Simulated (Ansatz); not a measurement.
Consider the redistribution: `BCBN` + `C#CC[SiH2]C` → `BCBCC#C` + `C[SiH2]N`.

Calculated with Ansatz (gas phase, PBE0-D4/def2-TZVP geometries, no zero-point term in ΔE). CBS: MP2 limit from def2 TZ/QZ plus the TZ coupled-cluster correction, frozen cores. DFT in def2-TZVPP. B3LYP here is the variant with VWN-RPA as its local correlation; programs differ in this. Each species was taken in one conformer, which may not be the lowest.

`BCBN`:

Cartesian coordinates in Å:
```
B -1.172 0.987 -0.630
C -0.783 -0.479 -0.370
B 0.787 -0.398 -0.144
N 1.325 -0.311 1.136
H -1.604 1.676 0.252
H -0.982 1.493 -1.700
H -1.271 -0.918 0.503
H -0.927 -1.102 -1.259
H 1.548 -0.380 -1.070
H 2.314 -0.262 1.310
H 0.766 -0.305 1.972
```

`C#CC[SiH2]C`:

```xyz
13

C     2.569    0.111   -0.637
C     1.517   -0.464   -0.725
C     0.220   -1.094   -0.805
Si   -1.152    0.119   -0.310
C    -0.857    0.781    1.408
H     3.509    0.603   -0.568
H     0.175   -1.967   -0.144
H     0.026   -1.453   -1.821
H    -1.179    1.223   -1.306
H    -2.449   -0.613   -0.382
H    -0.875   -0.025    2.146
H     0.118    1.270    1.460
H    -1.623    1.509    1.682
```

`BCBCC#C`:

Cartesian coordinates in Å:
```
B -0.394 -0.564 1.099
C 1.012 -0.953 0.250
B 0.343 -0.612 -1.044
C 0.221 0.979 -1.408
C -0.537 1.228 -0.234
C -1.079 1.088 0.868
H -1.335 -1.291 0.929
H -0.051 -0.363 2.239
H 1.808 -0.315 0.632
H 1.202 -2.005 0.460
H -0.329 -1.362 -1.688
H 1.173 1.512 -1.415
H -0.342 1.145 -2.326
H -1.691 1.511 1.637
```

`C[SiH2]N`:

Z-matrix (Å, degrees):
```
C
Si 1 1.871
H 1 1.093 2 111.2
H 1 1.094 2 110.5 3 119.8
H 1 1.093 2 111.2 3 -120.4
N 2 1.720 1 116.4 3 60.2
H 2 1.489 1 108.4 3 -179.4
H 2 1.489 1 108.4 3 -60.3
H 6 1.007 2 120.7 1 73.7
H 6 1.007 2 120.7 1 -73.5
```

| level | ΔE (eV) |
| --- | --- |
| PBE-D4 | 0.62 |
| r2SCAN-D4 | 0.69 |
| PBE0-D4 | 0.72 |
| PBE0 | 0.75 |
| B3LYP | 1.07 |
| SCS-MP2/def2-TZVPP | 1.02 |
| CCSD(T)/def2-TZVPP | 0.93 |
| CCSD/CBS(def2) | 1.05 |

Question: What does CCSD(T)/CBS give? (Estimate.)

Answer: Ansatz gave: +0.91 eV. The listed levels differ from it by -0.29, -0.22, -0.19, -0.16, 0.16, 0.11, 0.02, 0.14 eV.

Largest T1 diagnostic among the species: 0.016.

In def2-TZVPP, CCSD(T) changes the Hartree–Fock value by −0.69 eV (the triples alone add −0.13 eV) and MP2 by −0.77 eV. From PBE to PBE0 (25 % exact exchange), in def2-TZVPP and without D4, ΔE moves by +0.09 eV.
